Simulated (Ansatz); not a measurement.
Reaction (cleavage of the Ge–P bond): `O[P](O)[GeH3]` + `CC#CS` → `CC#C[S][GeH3]` + `OPO`

Computed with Ansatz on PBE0-D4/def2-TZVP structures; ΔE is electronic, products minus reactants. CBS: MP2 limit from def2 TZ/QZ plus the TZ coupled-cluster correction, frozen cores. Functionals use def2-TZVPP. For Ge outer-core shells are correlated without core-valence functions, which leaves a few kJ/mol of doubt a bond. Scalar relativity is left out up to krypton. Each species was taken in one conformer, which may not be the lowest.

CCSD(T)/CBS gives -11.2 kcal/mol.

(1) Another level gave -10.9 kcal/mol. Which?
A. PBE/def2-TZVPP
B. ωB97X-V/def2-TZVPP
C. HF/def2-TZVPP
D. CCSD/def2-TZVPP

Largest T1 diagnostic among the species: 0.014.

## Answers

(1) B. ωB97X-V -10.9, CCSD/def2-TZVPP -12.0, HF/def2-TZVPP -14.5, PBE -8.6 kcal/mol.

From PBE to PBE0 (25 % exact exchange), in def2-TZVPP and without D4, ΔE moves by −1.5 kcal/mol. In def2-TZVPP, CCSD(T) changes the Hartree–Fock value by +2.7 kcal/mol (the triples alone add +0.2 kcal/mol) and MP2 by +1.0 kcal/mol.
